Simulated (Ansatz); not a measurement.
System: chloro(dimethyl)borane, C2H6BCl, charge 0, multiplicity 1. SMILES: CB(Cl)C
Geometry from a B3LYP-D3(BJ)/def2-TZVP (Ansatz, a program for electronic structure) optimisation:
```
B
C 1 1.5593
H 2 1.0898 1 114.05
H 2 1.0923 3 109.72 1 -127.13
H 2 1.0986 3 106.73 4 -114.62
C 1 1.5593 2 123.80 3 -153.40
H 6 1.0898 1 114.05 2 -153.40
H 6 1.0923 7 109.72 1 -127.13
H 6 1.0986 7 106.73 8 -114.62
Cl 1 1.7805 2 118.10 3 26.60
```
Charge 0, spin multiplicity 1.

Wanted: atomisation energy (electronic, to ground-state atoms), in eV. Valence correlation only, unless marked. Open shells are spin-unrestricted. No spin-orbit coupling. Non-relativistic. The coupled-cluster limit lacks core correlation, which all-electron functionals hold. CBS(X,Y): correlation extrapolated as X^-3; Hartree-Fock from the larger set. [CCSD(T)-MP2]/basis is that difference in the basis named.

```json
[
 {"level": "HF/6-31G*", "program": "Ansatz", "atomisation energy (eV)": "30.87"},
 {"level": "SVWN5/def2-TZVPD", "program": "Ansatz", "atomisation energy (eV)": "44.65"},
 {"level": "BLYP/def2-TZVPD", "program": "Ansatz", "atomisation energy (eV)": "38.97"},
 {"level": "r2SCAN-D3(BJ)/def2-TZVPD", "program": "Ansatz + dftd3", "atomisation energy (eV)": "39.91"},
 {"level": "RI-MP2/aug-cc-pV(Q+d)Z", "program": "Ansatz", "atomisation energy (eV)": "39.81"},
 {"level": "CCSD(T)/6-31G*", "program": "Ansatz", "atomisation energy (eV)": "36.51"},
 {"level": "RI-MP2/CBS(aug-cc-pV(T+d)Z,aug-cc-pV(Q+d)Z)+[CCSD(T)-MP2]/aug-cc-pV(T+d)Z", "program": "Ansatz", "atomisation energy (eV)": "39.57"}
]
```
